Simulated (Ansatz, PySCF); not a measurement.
Gas-phase reaction in SMILES: CN[SiH3] -> [CH2]N[SiH3] + H atom (the C-H bond at the site shown breaks; other sites are not compared here)
Structures are relaxed separately at B3LYP-D3(BJ)/def2-TZVP in Ansatz (a program for electronic structure), one conformer each, not searched for the lowest.

Quantity: bond dissociation energy (enthalpy at 298 K, with B3LYP-D3(BJ) rigid-rotor harmonic-oscillator terms from PySCF), in kJ/mol. Cores are frozen in the correlated levels unless marked. UHF or UKS for open shells. No spin-orbit coupling. No relativistic terms. CBS(X,Y): correlation extrapolated as X^-3; Hartree-Fock from the larger set. The bracket is a focal-point correction in the basis named.

| level | program | bond dissociation energy (kJ/mol) | minus last row |
|---|---|---|---|
| PBE-D4/def2-TZVPD | Ansatz + dftd4 | 363.3 | -22.0 |
| BLYP/def2-TZVPD | Ansatz | 361.1 | -24.2 |
| r2SCAN0-D4/def2-TZVPD | Ansatz + dftd4 | 364.1 | -21.2 |
| HSE06-D4/def2-TZVPD | Ansatz + dftd4 | 367.3 | -18.0 |
| B2GP-PLYP/def2-TZVPD | Ansatz | 373.4 | -11.9 |
| MP2/cc-pV(T+d)Z | Ansatz | 380.8 | -4.5 |
| SCS-MP2/6-31G* | Ansatz | 363.7 | -21.6 |
| SCS-MP2/aug-cc-pV(Q+d)Z | Ansatz | 393.4 | 8.1 |
| CCSD/6-31G* | Ansatz | 359.5 | -25.8 |
| CCSD/aug-cc-pV(T+d)Z | Ansatz | 380.6 | -4.7 |
| CCSD(T)/aug-cc-pV(D+d)Z | Ansatz | 371.0 | -14.3 |
| CCSD(T)/cc-pVTZ | Ansatz | 382.3 | -3.0 |
| RI-MP2/CBS(aug-cc-pV(T+d)Z,aug-cc-pV(Q+d)Z)+[CCSD(T)-MP2]/aug-cc-pV(T+d)Z | Ansatz | 386.9 | 1.6 |
| RI-MP2/CBS(cc-pV(T+d)Z,cc-pV(Q+d)Z)+[CCSD(T)-MP2]/cc-pV(T+d)Z | Ansatz | 388.6 | 3.3 |
| CCSD(T)/CBS(aug-cc-pV(T+d)Z,aug-cc-pV(Q+d)Z) | Ansatz | 385.3 | 0.0 |
